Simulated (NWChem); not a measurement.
CBrF2, doublet; SMILES [C](Br)(F)F

In the optimisation the excess spin sits in a' (Cs, its own frame). This build's default masses of Se (78.918 u) and Br (79.917 u) are each other's, which moves their modes by up to 0.6 %.

Give the equilibrium geometry at PBE-D3(BJ)/def2-SVP, spin-unrestricted (NWChem) as an XYZ file, with the point group.

point group Cs; any orientation.
```
4

F     -0.0831     1.5437    -1.0895
C      0.3384     0.9176     0.0000
F     -0.0831     1.5437     1.0895
Br    -0.0237    -0.9753     0.0000
```
